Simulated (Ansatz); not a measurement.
A made-up structure of B₂SiNH₅, closed shell:

```
9
angstrom
B 0.6893 1.1537 -2.1465
N 0.6990 0.7779 -0.9520
B 0.6758 0.3366 0.3696
Si -0.7928 -0.8758 1.0618
H 0.6819 1.5061 -3.2631
H -1.3094 -0.9613 2.3817
H -1.8017 -1.2338 0.0263
H -0.2020 -2.1379 1.5948
H -1.5022 -0.2152 2.1963
```

It is relaxed with PBE-D4/def2-SVP and then PBE0-D4/def2-TZVP (Ansatz 0.2.0). Atoms count as bonded within 1.22 times the sum of their covalent radii (H–H: 0.88 Å). The end point is not checked to be a true minimum.

**Question.** Does its bonding change? (Judge from chemistry; the calculation decides.)

**Answer.** Computed: Yes. Formed: none; broken: Si4–H6, Si4–H9.

Where it ends: The first stage lowers the energy by 4.05 eV in 36 steps. It ends as a complex of B₂SiNH₃ ([BH][N][B][SiH2]) + H₂:
B1  (0.683, 1.526, -1.430)
N2  (0.253, 0.430, -0.976)
B3  (-0.223, -0.697, -0.422)
Si4  (-0.767, -2.470, -0.068)
H5  (1.082, 2.541, -1.852)
H6  (-0.823, 1.431, 2.460)
H7  (-2.215, -2.340, 0.285)
H8  (-0.004, -2.842, 1.164)
H9  (-0.846, 0.771, 2.107)
(Å)

Labels in which every atom is bracketed show which atoms are joined, not bond orders.

For scale, one of the runs: PBE0-D4/def2-TZVP relaxation, 160 basis functions, launched by `ansatz run in.yaml --threads 2 --pin off --events-out ev --progress --plain --max-ram 4352MiB`. Hardware: 2 CPU threads of an Arm Neoverse V2, shared host. Wall time about 50 s.
